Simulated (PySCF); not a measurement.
Run record: geometry optimisation, `[GeH3][O][SiH2]OC`.

Method: PBE0-D3(BJ)/def2-SVP geometry optimisation, gas phase (PySCF 2.14.0). Start geometry: GFN2-xTB. The command runs a driver script over a list of jobs; the input below is this job's line of settings and its coordinates in Å.

Command:
```bash
OMP_NUM_THREADS=1 python probes_run.py task.json out
```

Input:
```
{"job": {"xc": "PBE0", "basis": "def2-SVP", "d3": "d3bj", "grid": 1, "shake": 0.01, "kind": "geom"}, "charge": 0, "multiplicity": 1}
C     -2.117830     0.679790     0.124270
O     -0.812490     0.310740    -0.035060
Si    -0.266610    -0.758190    -1.126920
O      1.378290    -0.809380    -0.844910
Ge     2.418970    -0.019280     0.259710
H     -2.490380     1.251580    -0.764930
H     -2.193350     1.356680     0.990730
H     -2.769610    -0.156350     0.265690
H     -0.445170    -0.285990    -2.470020
H     -0.785830    -2.094690    -0.861830
H      2.431720     1.447030    -0.045060
H      1.960230    -0.266540     1.676810
H      3.697870    -0.672260    -0.040060
```

Question: Estimate the output.

Answer: 
```
step   0  E = -2558.83523171  max force = 0.045822
step   1  E = -2558.84498602  max force = 0.020909
step   2  E = -2558.84753306  max force = 0.008687
step   3  E = -2558.84781569  max force = 0.001237
step   4  E = -2558.84783813  max force = 0.000369
step   5  E = -2558.84784582  max force = 0.000336
optimisation converged
```

Energies in Eh; «max force» is the largest Cartesian gradient component in Eh/bohr.

Question: Give the first gradient maximum in eV/Å.

Answer: With 1 Eh/bohr = 51.422 eV/Å, 2.356 eV/Å.

Summary of the converged run: final energy -2558.84785 Eh after 5 steps; dipole 1.44 D.

Question: Give the final coordinates.

Answer: 0.096 Å rms from the input after alignment:
```
atom  x, y, z in Å
C1    -2.7908    0.7285   -0.0084
O2    -1.4753    0.2946   -0.1954
Si3   -0.9467   -0.8141   -1.3188
O4     0.6654   -0.9687   -1.0468
Ge5    1.7117   -0.1328    0.1385
H6    -3.1745    1.2804   -0.8863
H7    -2.8223    1.4085    0.8566
H8    -3.4819   -0.1103    0.1964
H9    -1.2043   -0.3131   -2.7023
H10   -1.6452   -2.1195   -1.1206
H11    1.6620    1.3818   -0.1247
H12    1.2322   -0.4685    1.5604
H13    3.1182   -0.6946   -0.1189
```

Question: How long does this job take on one thread, Arm Neoverse N1 (aarch64), shared host with 64 logical CPUs at a one-minute load of 60? And the peak memory of the process?

Answer: About 79 s, with 0.55 GiB resident at the peak, the Python interpreter and its libraries included.
Labels such as C1 count atoms from 1, the log's own numbers from 0.
